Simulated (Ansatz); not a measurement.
Ansatz (a quantum-chemistry and plane-wave program) input (B3LYP-D3(BJ)/def2-TZVP):

Ansatz 0.2 input:
```yaml
crystal:
  periodic: [false, false, false]
  atoms:
    - {symbol: C, position_ang: [-1.45382191, 0.44187791, -0.11739039]}
    - {symbol: C, position_ang: [-0.72266553, -0.05622616, 0.88031350]}
    - {symbol: C, position_ang: [0.66550168, -0.64431104, 0.42991007]}
    - {symbol: C, position_ang: [1.39671800, 0.29782832, -0.34166263]}
    - {symbol: N, position_ang: [1.92734250, 1.14566721, -0.92477218]}
    - {symbol: H, position_ang: [-2.44893108, 0.84085672, 0.10014960]}
    - {symbol: H, position_ang: [-1.19596507, 0.53691166, -1.19646842]}
    - {symbol: H, position_ang: [0.49666154, -1.55342813, -0.16324422]}
    - {symbol: H, position_ang: [1.26121869, -0.91861519, 1.31511186]}
basis:
  gaussian:
    orbitals: def2-TZVP
hamiltonian:
  xc: b3lyp
  dispersion: d3bj
total_charge: -1
relax: {f_tol: 0.002, max_steps: 150}
```

End of the output:

```
reference -5703.32321628 eV, -209.5932623470 hartree; 18, 18 occupied and 161, 161 virtual orbitals, 1051 factors
relax step  14: F+E_penalty+E_count = -5703.63287208 eV  Δ(F+E_penalty+E_count) = -1.987e-5 eV  max|allowed force component| = 6.975e-2 eV/Å  Δτ_max = 0.0079 Å  (35 SCF iters, accepted)
these checks for a lower state are left out or cut short: starts, cluster_reference, orbital_swaps, neighbouring_geometries, increment
integrals: 0.08 GiB planned
1051 factors; their error is unknown
mean field: 0.80 GiB planned
mean field -5703.32313989 eV, -209.5932595396 hartree, gradient 1.2e-5 eV, S^2 0.000000; 0 other end points of the search recorded, 0 dependent functions left out
the calculation of the forces begins
reference -5703.32338167 eV, -209.5932684248 hartree; 18, 18 occupied and 161, 161 virtual orbitals, 1051 factors
relax step  15: F+E_penalty+E_count = -5703.63313965 eV  Δ(F+E_penalty+E_count) = -2.676e-4 eV  max|allowed force component| = 1.192e-2 eV/Å  Δτ_max = 0.0044 Å  (37 SCF iters, accepted)
these checks for a lower state are left out or cut short: starts, cluster_reference, orbital_swaps, neighbouring_geometries, increment
integrals: 0.08 GiB planned
1051 factors; their error is unknown
mean field: 0.80 GiB planned
mean field -5703.32313327 eV, -209.5932592963 hartree, gradient 1.2e-5 eV, S^2 0.000000; 0 other end points of the search recorded, 0 dependent functions left out
the calculation of the forces begins
reference -5703.32337505 eV, -209.5932681817 hartree; 18, 18 occupied and 161, 161 virtual orbitals, 1051 factors
relax step  16: F+E_penalty+E_count = -5703.63315506 eV  Δ(F+E_penalty+E_count) = -1.541e-5 eV  max|allowed force component| = 5.738e-3 eV/Å  Δτ_max = 0.0011 Å  (36 SCF iters, accepted)
these checks for a lower state are left out or cut short: starts, cluster_reference, orbital_swaps, neighbouring_geometries, increment
integrals: 0.08 GiB planned
1051 factors; their error is unknown
mean field: 0.80 GiB planned
mean field evaluation 128: about -5703.3288 eV, gradient 5.2e-1 eV
mean field -5703.32310938 eV, -209.5932584184 hartree, gradient 1.2e-5 eV, S^2 0.000000; 0 other end points of the search recorded, 0 dependent functions left out
the calculation of the forces begins
reference -5703.32335116 eV, -209.5932673039 hartree; 18, 18 occupied and 161, 161 virtual orbitals, 1051 factors
relax step  17: F+E_penalty+E_count = -5703.63316281 eV  Δ(F+E_penalty+E_count) = -7.751e-6 eV  max|allowed force component| = 1.734e-3 eV/Å  Δτ_max = 0.0015 Å  (37 SCF iters, accepted)
integrals: 0.08 GiB planned
1051 factors; their error is unknown
mean field: 0.80 GiB planned
mean field evaluation 160: about -5703.3231 eV, gradient 2.4e-5 eV
mean field -5703.32310938 eV, -209.5932584184 hartree, gradient 1.2e-5 eV, S^2 0.000000; 1 other end points of the search recorded, 0 dependent functions left out
the calculation of the forces begins
reference -5703.32335116 eV, -209.5932673039 hartree; 18, 18 occupied and 161, 161 virtual orbitals, 1051 factors
Total energy: -5703.63340460 eV, -209.6046615573 hartree
Atom 0 at    -1.447581     0.513754    -0.086111 Å, force    -0.001734     0.001241    -0.000436 eV/Å
Atom 1 at    -0.890612    -0.484407     0.614221 Å, force     0.001353     0.000465    -0.000751 eV/Å
Atom 2 at     0.626530    -0.693746     0.435487 Å, force    -0.000243     0.000568    -0.000200 eV/Å
Atom 3 at     1.355104     0.208417    -0.483821 Å, force    -0.001293    -0.000588     0.000907 eV/Å
Atom 4 at     1.796372     0.978304    -1.226425 Å, force     0.000956     0.001419    -0.001412 eV/Å
Atom 5 at    -2.518741     0.712517    -0.002227 Å, force     0.000967     0.000115    -0.000359 eV/Å
Atom 6 at    -0.923619     1.196207    -0.775303 Å, force    -0.000652    -0.001075     0.000813 eV/Å
Atom 7 at     0.811076    -1.718159     0.093933 Å, force     0.000214    -0.001162     0.000548 eV/Å
Atom 8 at     1.117530    -0.622327     1.412194 Å, force     0.000431    -0.000982     0.000890 eV/Å
Dipole moment:     0.568197    -0.111922    -0.039065 e Å
```

It need not be the lowest isomer of its formula. Whether it binds its extra electron was not tested at this geometry.
